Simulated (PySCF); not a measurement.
**Two-component Hartree-Fock for Dy⁴⁸⁺ (dysprosium, charge +48)**

Start: [Ar]. Calculated with PySCF 2.14 in an even-tempered Gaussian basis (18 s from 4.2 bohr⁻², ratio 2.6; 14 p from 5.5 bohr⁻², ratio 2.6; 5 d from 5.6 bohr⁻², ratio 2.8; 3 f from 90 bohr⁻², ratio 2.8): generalised Hartree-Fock with the X2C-1e Hamiltonian and a Gaussian nucleus; spin-orbit coupling (SO) screened by Boettger's factors.

| spinor shell | electrons | ε, screened SO (eV) | weight of nominal j (screened SO) | rms radius, screened SO (bohr) |
| --- | --- | --- | --- | --- |
| 1s1/2 | 2 | -57205.5 | 1.000 | 0.0240 |
| 2s1/2 | 2 | -12181.3 | 1.000 | 0.0960 |
| 2p1/2 | 2 | -11743.2 | 1.000 | 0.0819 |
| 2p3/2 | 4 | -10924.0 | 1.000 | 0.0882 |
| 3s1/2 | 2 | -4690.5 | 1.000 | 0.232 |
| 3p1/2 | 2 | -4510.4 | 1.000 | 0.222 |
| 3p3/2 | 4 | -4305.1 | 1.000 | 0.233 |

```tsv
quantity	screened SO
E (hartree)	-10020.68221
M_J	0
⟨J²⟩	0.000
⟨L²⟩	0.033
⟨S²⟩	0.033
```

Breit and QED terms are absent; they matter most for the inner s and p1/2 levels.

Densities and radii are taken from the X2C orbitals without a picture-change correction, which distorts them close to the nucleus.
